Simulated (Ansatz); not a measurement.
Reaction (substitution at a C–O bond): `O[CH2][InH][I]` + H–F → `F[CH2][InH][I]` + H₂O

Program: Ansatz. Geometries: PBE0-D4/def2-TZVP. ΔE: electronic, gas phase. CCSD(T)/CBS adds triple-zeta CCSD(T) − MP2 to the extrapolated MP2 energy (def2 sets, frozen cores). This one scheme is used for every species. Elements past krypton have def2 core potentials. For I, In outer-core shells are correlated without core-valence functions, which leaves a few kJ/mol of doubt a bond. Each species was taken in one conformer, which may not be the lowest.

```
         species  HF/CBS(def2) energy (Eh)
`O[CH2][InH][I]`                -601.01250
             H–F                -100.07071
`F[CH2][InH][I]`                -625.02198
             H₂O                 -76.06721
```

(1) Work out ΔE.

Largest T1 diagnostic among the species: 0.012.

Results:

(1) ΔE = (-625.02198) + (-76.06721) − (-601.01250) − (-100.07071) = -0.00598 Eh = -3.8 kcal/mol. CCSD(T)/CBS gives +1.7 kcal/mol.

Leaving LDA and LC-ωPBE aside and taking each functional with its dispersion term where it has one, the values, not all of them listed here, spread over 2.4 kcal/mol, from CAM-B3LYP-D4 to revPBE-D4. LDA lies +2.7 kcal/mol from PBE without D4. At CCSD(T), def2-SVP lies −1.0 kcal/mol from the extrapolated value and def2-TZVPP −0.4 kcal/mol. In def2-TZVPP, CCSD(T) changes the Hartree–Fock value by +4.9 kcal/mol (the triples alone add +0.7 kcal/mol) and MP2 by +6.4 kcal/mol.
